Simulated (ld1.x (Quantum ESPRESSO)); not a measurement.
# An all-electron radial function and its pseudo partner (carbon)

Columns: radius, all-electron u(r) and pseudo u(r) of the 2s shell (level -13.75 eV) of carbon in the configuration [He] 2s2 2p2; PBE, scalar-relativistic, ultrasoft scheme, ld1.x (Quantum ESPRESSO) 7.5.

```
r (bohr)  all-electron   pseudo
   0.143        0.3500  -0.1217
   0.285        0.1808  -0.2451
   0.428       -0.1036  -0.3723
   0.570       -0.3639  -0.4977
   0.713       -0.5654  -0.6152
   0.855       -0.7020  -0.7132
   0.998       -0.7824  -0.7830
   1.140       -0.8168  -0.8168
   1.283       -0.8175  -0.8175
   1.425       -0.7945  -0.7945
   1.568       -0.7556  -0.7556
   1.710       -0.7075  -0.7075
   1.853       -0.6540  -0.6540
   1.995       -0.5992  -0.5992
   2.138       -0.5443  -0.5443
   2.280       -0.4918  -0.4918
   2.423       -0.4418  -0.4418
   2.565       -0.3955  -0.3955
   2.708       -0.3526  -0.3526
   2.850       -0.3137  -0.3137
   2.992       -0.2784  -0.2784
   3.135       -0.2464  -0.2464
   3.278       -0.2177  -0.2177
   3.420       -0.1922  -0.1922
   3.563       -0.1692  -0.1692
   3.705       -0.1491  -0.1491
```

Q: How many radial nodes do the two functions have?

A: The all-electron 2s function has n − l − 1 = 1; the pseudo-wave has 0, since the states of the same l below it are removed with the core.

Q: At about which radius was the pseudo-wave matched?

A: 1.10 bohr, where the columns begin to agree (steps of 0.14 bohr).

Q: Is the pseudo-wave norm-conserving?

A: No, it belongs to an ultrasoft set: the norm inside the radius is not constrained, and the difference is carried by the augmentation charge.
